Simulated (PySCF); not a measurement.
C4H8BF.

```xyz
14

C     -2.1094    -1.2234     0.0504
B     -0.8453    -0.2835     0.1074
C     -0.9597     1.1408     0.7749
C      0.4938    -0.7857    -0.5193
C      1.6706    -0.1457    -0.5418
F      1.8643     1.0636    -0.0095
H     -2.7954    -0.8009    -0.7117
H     -1.9119    -2.2698    -0.2300
H     -2.6825    -1.2021     0.9936
H     -0.3449     1.1507     1.6953
H     -1.9880     1.4167     1.0557
H     -0.5305     1.9353     0.1424
H      0.5318    -1.7721    -0.9971
H      2.5979    -0.5286    -0.9848
```

Geometry optimised at B3LYP-D3(BJ)/def2-SVP. The structure was generated by enumeration; whether it is a known compound was not checked. One conformer was computed; it need not be the lowest.

Calculation: PySCF with B3LYP/pcSseg-1. Non-relativistic, no solvent.

Computed absolute GIAO shielding of each atom: isotropic value and principal components (ppm):
```tsv
atom	σ(iso)	σ11	σ22	σ33	span
C1	162.0	145.3	160.2	180.6	35.3
B2	22.5	-46.3	-3.3	117.1	163.5
C3	164.6	148.5	168.8	176.4	27.8
C4	57.9	-63.1	91.1	145.8	208.9
C5	3.8	-98.0	45.7	63.7	161.7
F6	233.4	99.5	200.3	400.4	300.9
H7	30.5	27.2	29.2	35.1	7.9
H8	30.5	26.8	29.3	35.5	8.7
H9	30.3	26.7	29.7	34.5	7.8
H10	30.4	26.4	29.8	35.0	8.6
H11	30.4	26.7	29.9	34.7	8.0
H12	30.0	25.7	30.0	34.5	8.7
H13	26.0	23.2	25.4	29.3	6.1
H14	24.3	21.0	25.0	26.7	5.7
```
